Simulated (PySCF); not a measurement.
# UHF on Pb²⁺ (lead, charge +2)

Configuration: [Xe] 4f14 5d10 6s1 6p1, high-spin 3P determinant (an excited configuration). Computed with PySCF 2.14 in aug-cc-pwCVTZ-DK3, with the spin-free X2C one-electron Hamiltonian (Gaussian nucleus).

| Property | Result |
| --- | --- |
| Total energy | -20876.926860 hartree |
| One-electron energy | -28517.0550 hartree |
| Hartree (Coulomb) energy | 8029.5231 hartree |
| Exchange energy | -389.3949 hartree |
| ⟨S²⟩ | 2.0032 |
| ⟨L²⟩ | 2.022 |
| Sum of ⟨r⟩ | 42.72 bohr |
| Sum of ⟨r²⟩ | 48.61 bohr² |
| Traceless quadrupole moment −½Σ⟨3z² − r²⟩ along its main axis | -3.55 e·bohr² |
| Langevin diamagnetic susceptibility | -38.5 ×10⁻⁶ cm³/mol |

```
shell  electrons  mean orbital energy (eV)  spread (eV)  rms radius, mean of both spins (bohr)
 1s α          1                  -88477.9            0                                 0.0181
 1s β          1                  -88477.8            0                                 0.0181
 2s α          1                  -15998.6            0                                 0.0730
 2s β          1                  -15998.5            0                                 0.0730
 2p α          3                  -13796.1        0.010                                 0.0673
 2p β          3                  -13796.1        0.057                                 0.0673
 3s α          1                   -3927.3            0                                  0.186
 3s β          1                   -3927.1            0                                  0.186
 3p α          3                   -3282.6        0.041                                  0.189
 3p β          3                   -3282.6        0.133                                  0.189
 3d α          5                   -2589.7        0.098                                  0.173
 3d β          5                   -2589.7        0.117                                  0.173
 4s α          1                   -942.82            0                                  0.408
 4s β          1                   -942.56            0                                  0.408
 4p α          3                   -726.88        0.083                                  0.435
 4p β          3                   -726.75        0.245                                  0.435
 4d α          5                   -464.95        0.199                                  0.462
 4d β          5                   -464.90        0.245                                  0.462
 5s α          1                   -185.69            0                                  0.916
 5s β          1                   -185.11            0                                  0.916
 4f α          7                   -177.18        0.235                                  0.494
 4f β          7                   -177.13        0.275                                  0.494
 5p α          3                   -123.10        0.044                                   1.04
 5p β          3                   -122.84        0.514                                   1.04
 5d α          5                   -47.828        0.314                                   1.37
 5d β          5                   -47.253        0.690                                   1.37
 6s α          1                   -33.352            0                                   2.35
 6p α          1                   -22.508            0                                   2.91
```

Spin-orbit coupling, absent here, splits the open shell strongly.

Densities and radii are taken from the X2C orbitals without a picture-change correction, which distorts them close to the nucleus.

Spin-orbit constants ζ (cm⁻¹) from the X2C one-electron operator on these orbitals: bare nucleus, nucleus screened by l(l+1)(2l+1)/3 electrons, and screened by the Breit-Pauli mean field of the electrons.

```tsv
shell	bare	screened nucleus	mean field
2p	10860000	10600000	n/a
3p	2450000	2390000	n/a
3d	375900	330100	n/a
4p	595400	580900	n/a
4d	81650	71690	n/a
4f	17250	11360	n/a
5p	103700	101200	n/a
5d	9372	8229	n/a
6p	10690	10430	n/a
```

To first order the Landé constant is A = 5216 cm⁻¹, so the lowest level has J = 0 and lies 1.29 eV below the centre of the term. This holds in LS coupling only.
